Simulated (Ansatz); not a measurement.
Basis sets compared for Au₃I₂. Charge 0, multiplicity 2. Geometry PBE-D4/def2-SVP. Ansatz on 4 threads of Intel Xeon on a shared host; times are rough, and most runs start from earlier orbitals.

```csv
atom,x (Å),y (Å),z (Å)
Au1,1.1718,-0.9422,0.5421
Au2,-0.7469,1.0045,0.2066
Au3,1.2252,-2.5010,-1.5034
I4,0.7529,0.9394,2.4513
I5,-2.4030,1.4992,-1.6966
```

In the def2 sets Au, I take a core potential; there is no spin–orbit coupling. At PBE-D4/def2-SVP, PBE-D4/def2-TZVP the gap within one spin of the charge 0 doublet nearly closes, so an electron or hole may be smeared out by delocalisation error. No other spin state of charge 0 was run. Another isomer (doublet) lies 0.73 eV lower at PBE0-D4/def2-TZVP; other spin states weren't run for this one.

Binding counts from free atoms (Au doublet, I doublet) in the same basis, without a counterpoise term.

```tsv
level	functions	energy (Eh)	HOMO (eV)	LUMO (eV)	binding per atom (eV)	wall time
PBE-D4/def2-SVP	148	-1002.8372	-6.29	-6.15	1.66	4.6 s
PBE0-D4/def2-SVP	148	-1002.7333	-6.99	-5.78	1.49	7 s
```

Problem. Estimate the rows for PBE-D4/def2-TZVP (with forces), PBE0-D4/def2-TZVP.

Solution. 
```json
{"level": "PBE-D4/def2-TZVP (with forces)", "functions": "220", "energy (Eh)": "-1002.8859", "HOMO (eV)": "-6.29", "LUMO (eV)": "-6.15", "binding per atom (eV)": "1.72", "wall time": "6.5 s"}
{"level": "PBE0-D4/def2-TZVP", "functions": "220", "energy (Eh)": "-1002.7802", "HOMO (eV)": "-6.99", "LUMO (eV)": "-5.74", "binding per atom (eV)": "1.56", "wall time": "12 s"}
```
